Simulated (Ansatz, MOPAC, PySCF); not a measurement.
Pair of molecules: H4Sn (SMILES [SnH4]) (first 5 atoms) with CH4 (SMILES C); geometry from B3LYP-D3(BJ)/def2-TZVP, rigid monomers moved along the line of their centres of mass till Sn1···C6 is 3.51 Å.
(charge 0, multiplicity 1):
```json
[
 {"atom": "Sn", "x (Å)": "0.1336", "y (Å)": "0.1521", "z (Å)": "-0.0877"},
 {"atom": "H", "x (Å)": "-1.2914", "y (Å)": "0.9323", "z (Å)": "0.4394"},
 {"atom": "H", "x (Å)": "0.0729", "y (Å)": "-1.5006", "z (Å)": "0.3389"},
 {"atom": "H", "x (Å)": "0.2617", "y (Å)": "0.2942", "z (Å)": "-1.7866"},
 {"atom": "H", "x (Å)": "1.4919", "y (Å)": "0.8835", "z (Å)": "0.6450"},
 {"atom": "C", "x (Å)": "-0.1057", "y (Å)": "-0.1207", "z (Å)": "3.4026"},
 {"atom": "H", "x (Å)": "0.8708", "y (Å)": "0.2916", "z (Å)": "3.1521"},
 {"atom": "H", "x (Å)": "-0.1921", "y (Å)": "-0.2166", "z (Å)": "4.4840"},
 {"atom": "H", "x (Å)": "-0.8865", "y (Å)": "0.5435", "z (Å)": "3.0345"},
 {"atom": "H", "x (Å)": "-0.2154", "y (Å)": "-1.1017", "z (Å)": "2.9422"}
]
```

Interaction energies are E(AB) − E(A) − E(B) at the monomers' geometry in the complex; basis-set methods are counterpoise corrected. Rows marked so take none.

Correlated levels freeze the cores. Filled d and f shells under p-block atoms count as core. CBS: X⁻³ extrapolation of the correlation energy, Hartree–Fock from the larger set. Rows in 3-21G, STO-3G carry no dispersion term and start afresh at each structure; the Pople sets are all-electron and without relativity. The state that AM1, PM3, PM6, PM7 reach isn't checked; PM7 holds dispersion and hydrogen-bond terms.

Programs: Ansatz (an electronic-structure program); MOPAC for AM1, PM3, PM6, PM7 (differences of heats of formation); PySCF for 3-21G rows, STO-3G rows, the dispersion terms. Values without a source in brackets are computed. In def2 rows elements past Kr take small-core potentials, without spin–orbit coupling.

Other levels give for the interaction energy: PBE/def2-TZVPPD 0.83; B3LYP/def2-TZVPPD 1.86; B3LYP-D3(BJ)/def2-TZVPPD -0.41; wB97M-V/def2-TZVPPD -0.39; CCSD(T)/CBS(def2-SVPD, def2-TZVPPD) -0.03 kcal/mol.

**Question.** What do these common cheap choices give for the same quantity: AM1, PM3, PM6, PM7, HF/STO-3G (no counterpoise), HF/3-21G (no counterpoise), B3LYP/3-21G (no counterpoise)?

**Answer.** AM1 3.74; PM3 3.84; PM6 0.23; PM7 2.89; HF/STO-3G (no counterpoise) 2.04; HF/3-21G (no counterpoise) 1.71; B3LYP/3-21G (no counterpoise) 1.08 kcal/mol. They span 0.23 to 3.84 kcal/mol.
